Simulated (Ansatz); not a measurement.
Be2S2⁻. The state is a quartet with charge -1. Geometry PBE0-D4/def2-TZVPD; atoms count from 1.

```tsv
atom	x (Å)	y (Å)	z (Å)
Be1	-1.088	-0.145	-0.683
Be2	0.659	0.577	0.952
S3	0.655	0.790	-1.049
S4	-0.225	-1.222	0.780
```

The highest occupied level of the charge -1 quartet lies above zero (up to 0.11 eV). It is a level of α spin, whose loss leaves a triplet; that state wasn't run at this geometry and level. The electron is either unbound and held by the finite basis, or the level is raised by self-interaction error. At PBE0-D4/def2-TZVPD a doublet of charge -1 lies 2.77 eV below the quartet, each at its own geometry. The structure comes from a short search, and lower isomers may exist.

Q: Estimate the Mulliken populations from the PBE0/def2-TZVPD orbitals of Ansatz.

A: 
| atom | charge (e) | spin (α − β) |
| --- | --- | --- |
| Be1 | -0.54 | 1.00 |
| Be2 | -0.54 | 1.00 |
| S3 | 0.04 | 0.50 |
| S4 | 0.04 | 0.50 |
Mulliken values and Mayer orders depend strongly on the basis. With diffuse functions, as here, like atoms can get unlike values, and bond orders can come out too low or too high.

Q: Where does the spin sit?

A: Summed by element: Be 1.99, S 1.01, of 3 unpaired in all. Largest on single atoms: Be1 1.00, Be2 1.00, S3 0.50.

Q: And the Mayer bond orders between bonded heavy atoms (over 0.3)?

A: Be1–S3 0.94 (2.01 Å); Be1–S4 0.94 (2.01 Å); Be2–S3 0.94 (2.01 Å); Be2–S4 0.94 (2.01 Å). Values over 0.3 also appear between atoms too far apart for a bond (Be1–Be2 0.86 at 2.50 Å; S3–S4 0.36 at 2.86 Å); they arise where an orbital or an unpaired electron spreads over both atoms.
